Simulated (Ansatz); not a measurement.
Reaction (redistribution): `N[SiH](O)[Si](N)(Cl)Cl` + `[F][GaH][SeH]` → `N[SiH](F)[Si](N)(Cl)Cl` + `[OH][GaH][SeH]`

Computed with Ansatz on PBE0-D4/def2-TZVP structures; ΔE is electronic, products minus reactants. CCSD(T)/CBS is the MP2 limit (def2-TZVPP, def2-QZVPP) plus CCSD(T) − MP2 in def2-TZVPP, frozen cores. Functionals use def2-TZVPP. For Ga, Se outer-core shells are correlated without core-valence functions, which leaves a few kJ/mol of doubt a bond. Scalar relativity is left out up to krypton. One conformer a species, not always the lowest.

| level | ΔE (kJ/mol) |
| --- | --- |
| r2SCAN-D4 | -13.6 |
| CCSD(T)/def2-TZVPP | -16.0 |

Problem. What does CCSD(T)/CBS give? (An estimate is asked.)

Solution. Ansatz gave: -18.8 kJ/mol. The listed levels differ from it by 5.2, 2.8 kJ/mol.

Largest T1 diagnostic among the species: 0.013.
